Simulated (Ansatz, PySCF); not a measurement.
C6H8, SMILES C=C=CC1CC1.

Coordinates come from a PBE0-D3(BJ)/def2-SVP optimisation. The values are those of a single conformer.

Vertical ionisation energy (IE) and electron affinity (EA) in eV. Rows of orbital energies are one-electron estimates. Where ΔSCF, EOM or ADC give a negative EA the extra electron is unbound and the value depends on the basis.

| level | IE | EA |
|---|---|---|
| −ε(HOMO), −ε(LUMO), HF/def2-TZVP (PySCF) | 9.21 | -3.92 |
| −ε(HOMO), −ε(LUMO), PBE/def2-TZVP (PySCF) | 5.64 | 0.70 |
| ΔSCF, CAM-B3LYP/def2-SVPD (Ansatz), final states of multiplicity 2 and 2 | (withheld) | (withheld) |
| ΔSCF, PBE/def2-SVPD (Ansatz), final states of multiplicity 2 and 2 | 8.54 | -1.53 |

Problem. Fill in the missing entries. (An estimate is asked for; the answer gives what the named calculation found.)

Solution. 
- ΔSCF, CAM-B3LYP/def2-SVPD (Ansatz, an electronic-structure program), final states of multiplicity 2 and 2, IE: 8.80
- ΔSCF, CAM-B3LYP/def2-SVPD (Ansatz), final states of multiplicity 2 and 2, EA: -1.91

Problem. What vertical singlet–triplet gap does ΔSCF give with CAM-B3LYP/def2-SVPD (Ansatz) and with PBE/def2-SVPD (Ansatz)? (Estimate from the structure and the level; the computed values follow.)

Solution. 4.45 and 4.40 eV (triplet above singlet where positive).
